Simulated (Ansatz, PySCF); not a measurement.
Noncovalent pair: H2O (SMILES O) (first 3 atoms) with C4H6 (SMILES C=CC=C); geometry from B3LYP-D3(BJ)/def2-TZVP, rigid monomers moved along the line of their centres of mass till H2···C5 is 2.40 Å.
(charge 0, multiplicity 1):
```xyz
13

O      0.01109    -0.48708    -0.14963
H     -0.72462    -0.57597     0.46703
H      0.73592    -0.17960     0.40665
C     -1.69112    -0.70872     2.86960
C     -0.72924     0.20751     2.73950
C      0.69119    -0.08958     2.81010
C      1.65367     0.81550     2.62016
H     -1.45546    -1.75088     3.05159
H     -2.73823    -0.44562     2.80583
H     -0.99752     1.24414     2.55640
H      0.95921    -1.12130     3.01940
H      2.70087     0.55126     2.67728
H      1.41823     1.85212     2.40863
```

Counterpoise-corrected where a basis set is named; no monomer relaxation. Rows marked so take none.

Correlated levels freeze the cores. Rows in 6-31G* carry no dispersion term and start afresh at each structure (6-31G* with six Cartesian d functions). MP2/6-31G* freezes PySCF's default core.

The values were computed with Ansatz (Gaussian basis) for Hartree–Fock, density functionals and correlated methods; PySCF for 6-31G* rows. Values without a source in brackets are computed.

Problem. Give the interaction energy at the level BP86/6-31G* (no counterpoise).

Solution. -7 kJ/mol

Ansatz is a quantum-chemistry and plane-wave program.
